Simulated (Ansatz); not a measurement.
This geometry of CN + H5NSi (9 atoms, charge 0, multiplicity 2) is a first-order saddle point.

All numbers below come from Ansatz 0.2.0, UKS PBE/def2-SVP.

```xyz
9
Properties=species:S:1:pos:R:3
H -0.460 -0.240 1.129
N -0.066 -0.918 0.249
Si 0.077 -0.151 -1.360
C -0.374 0.871 2.032
N -0.283 1.766 2.794
H 0.794 -1.388 0.582
H 0.159 -1.300 -2.329
H 1.311 0.696 -1.519
H -1.158 0.665 -1.578
```

(1) Which two structures does it join? (They come from a converged band through this point; their orientation in space is the band's.)

(2) How far does it lie above each of them?

Answers

(1) Bonds broken: H1–N2. Bonds formed: H1–C4. CN + H5NSi becomes H4NSi + HCN (or HNC).

First end point:

```xyz
9
Properties=species:S:1:pos:R:3
H -0.878 -1.020 0.818
N -0.013 -0.649 0.411
Si 0.065 -0.100 -1.287
C -0.075 1.221 1.595
N -0.167 1.439 2.756
H 0.811 -1.019 0.896
H 0.107 -1.277 -2.225
H 1.321 0.701 -1.425
H -1.171 0.704 -1.540
```

Last end point:

```xyz
9
Properties=species:S:1:pos:R:3
H -0.253 0.374 1.696
N 0.317 -0.658 0.069
Si 0.133 -0.290 -1.661
C -0.556 0.969 2.583
N -0.873 1.601 3.514
H 0.880 -1.518 0.229
H -0.082 -1.517 -2.510
H 1.430 0.362 -2.087
H -0.996 0.678 -1.833
```

(2) 0.202 eV above the first and 0.347 eV above the second. This is the barrier of this one path; another mechanism may lie lower.

The run took 2.2 min on 2 threads of Intel(R) Xeon(R) Platinum 8259CL CPU @ 2.50GHz (Skylake/Cascade Lake), on a shared host, peak memory 0.2 GiB.
